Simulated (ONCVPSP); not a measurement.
**Transferability test, ONCV potential for barium**

- Element: Ba
- Generator: ONCVPSP 4.0.1
- Type: optimised norm-conserving Vanderbilt (ONCV)
- Functional: PBE
- Relativity: scalar-relativistic
- Frozen core: [Kr] 4d10
- Valence charge: 10
- Reference configuration: 5s2 5p6 6s2
- Partial waves: 5s+6s: rc 3.05 bohr, ncon 3, nbas 6, qcut 3.6 1/bohr, 2 projectors; 5p: rc 2.70 bohr, ncon 4, nbas 8, qcut 6.3 1/bohr, 2 projectors, debl 2.3 Ha; d scattering state at 0.41 Ha: rc 3.20 bohr, ncon 4, nbas 8, qcut 2.8 1/bohr, 2 projectors, debl 2.5 Ha
- Local potential: polynomial inside 2.15 bohr (lpopt 5, dvloc0 2.5 Ha)
- Core correction: polynomial model core, fcfact 0.2

In the d channel the program set the typed energies aside and used 0.050, 2.550 Ha.

Energies are relative to the spin-unpolarised reference configuration 5s2 5p6 6s2; without spin polarisation the order of configurations can differ from experiment.

```json
{"valence configuration": "5s2 5p6 6s1", "charge": "+1", "ΔE all-electron (eV)": "5.362", "error AE − PS (meV)": "-1.0"}
{"valence configuration": "5s2 5p6 6s1.5", "charge": "+0.5", "ΔE all-electron (eV)": "2.136", "error AE − PS (meV)": "-0.3"}
{"valence configuration": "5s1 5p6 6s2", "charge": "+1", "ΔE all-electron (eV)": "38.799", "error AE − PS (meV)": "-370"}
```

**Question.** What are ΔE and the potential's error for 5s2 5p6 6s0?

**Answer.** ΔE = 15.344 eV all-electron; the error (AE − PS) is -6.7 meV.

Levels in the configuration 5s2 5p6 6s1:

```csv
level,all-electron (eV),pseudo (eV)
5s,-39.341,-39.365
5p,-24.361,-24.361
6s,-7.584,-7.586
```
